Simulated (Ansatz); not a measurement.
Consider the formal exchange of groups at the Al–I bond: `[I][Al]1[CH2][CH2]1` + `C=N` → `N=[CH][Al]1[CH2][CH2]1` + HI.

Calculated with Ansatz (gas phase, PBE0-D4/def2-TZVP geometries, no zero-point term in ΔE). CCSD(T)/CBS is the MP2 limit (def2-TZVPP, def2-QZVPP) plus CCSD(T) − MP2 in def2-TZVPP, frozen cores. This one scheme is used for every species. Functionals use def2-TZVPP. Elements past krypton have def2 core potentials. For I outer-core shells are correlated without core-valence functions, which leaves a few kJ/mol of doubt a bond. Each species was taken in one conformer, which may not be the lowest.

(1) Is it downhill or uphill in electronic energy at CCSD(T)/CBS, and by how much? (Estimate.)

(2) What do these levels give: r2SCAN-D4, B97M-V, revPBE, CCSD(T)/def2-SVP, MP2/def2-QZVPP, HF/CBS(def2)? (An estimate is asked.)

Largest T1 diagnostic among the species: 0.013.

Answers

(1) Computed: Uphill: ΔE = +1.77 eV.

(2) The calculation gave: r2SCAN-D4 1.73, B97M-V 1.67, revPBE 1.65, CCSD(T)/def2-SVP 1.70, MP2/def2-QZVPP 1.84, HF/CBS(def2) 1.88 eV.

In def2-TZVPP, CCSD(T) changes the Hartree–Fock value by −0.16 eV (the triples alone add −0.02 eV) and MP2 by −0.07 eV. From PBE to PBE0 (25 % exact exchange), in def2-TZVPP and without D4, ΔE moves by +0.09 eV. Leaving LDA and LC-ωPBE aside and taking each functional with its dispersion term where it has one, the values, not all of them listed here, spread over 0.23 eV, from BLYP-D4 to PBE-QIDH. LDA lies −0.05 eV from PBE without D4.
